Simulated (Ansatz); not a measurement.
Reaction (formal exchange of groups at a C–C bond): `CCC(CC)C(C)C` + `BN[SiH3]` → `CCBN[SiH3]` + `CCCC(C)C`

Calculated with Ansatz (gas phase, PBE0-D4/def2-TZVP geometries, no zero-point term in ΔE). CCSD(T)/CBS is the MP2 limit (def2-TZVPP, def2-QZVPP) plus CCSD(T) − MP2 in def2-TZVPP, frozen cores. Functionals use def2-TZVPP. B3LYP here is the variant with VWN-RPA as its local correlation; programs differ in this. One conformer a species, not always the lowest.

```tsv
level	ΔE (kJ/mol)
B3LYP-D4	-44.7
ωB97X-V	-40.1
B2PLYP	-48.4
B3LYP	-57.2
MP2/def2-TZVPP	-34.6
SCS-MP2/def2-TZVPP	-37.5
CCSD(T)/def2-TZVPP	-37.1
MP2/CBS(def2)	-35.6
```

Q: What does CCSD(T)/CBS give? (Best estimate.)

A: Ansatz gave: -38.2 kJ/mol. The listed levels differ from it by -6.5, -1.9, -10.2, -19.0, 3.6, 0.7, 1.1, 2.6 kJ/mol.

Largest T1 diagnostic among the species: 0.012.

The D4 term adds +12.5 kJ/mol with B3LYP and +7.3 kJ/mol with PBE0; it sums over pairs of atoms, weighted by their polarisabilities, and B3LYP, whose exchange is more repulsive, gets the larger term. In def2-TZVPP, CCSD(T) changes the Hartree–Fock value by +20.5 kJ/mol (the triples alone add +3.3 kJ/mol) and MP2 by +23.1 kJ/mol.
